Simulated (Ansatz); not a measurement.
FNa, triplet, at the geometry of the source list (a higher spin typed on purpose: for a closed-shell molecule this is an excited state). Base run: SVWN5/cc-pVTZ run with Ansatz (a first-principles code).

The Ansatz input:
Ansatz 0.2 input:
```yaml
crystal:
  periodic: [false, false, false]
  atoms:
    - {symbol: Na, position_ang: [-0.46820000, -0.38610000, -0.63250000]}
    - {symbol: F, position_ang: [0.46820000, 0.38610000, 0.63250000]}
basis:
  gaussian:
    orbitals: cc-pVTZ
hamiltonian:
  xc: {name: SVWN5}
magnetization: {spin_polarized: true, initial_magnetization: 2}
```

Variants of this job, named by their change:

```csv
change,basis functions,E (Eh)
base,64,-260.50090
basis = pcseg-0,19,-259.99921
basis = 3-21G,22,-258.91935
basis = pc-1,24,-260.44098
basis = pcseg-1,24,-260.43627
basis = cc-pVDZ,32,-260.45977
basis = def2-SVPD,41,-260.32523
basis = pcseg-2,49,-260.50938
basis = pc-2,49,-260.51210
basis = aug-cc-pVDZ,50,-260.46666
basis = def2-TZVPP,63,-260.50177
basis = aug-cc-pVTZ,96,-260.50317
basis = def2-QZVP,103,-260.51758
```

Totals compare only among sets that treat the same electrons; sets with core potentials leave the core out.
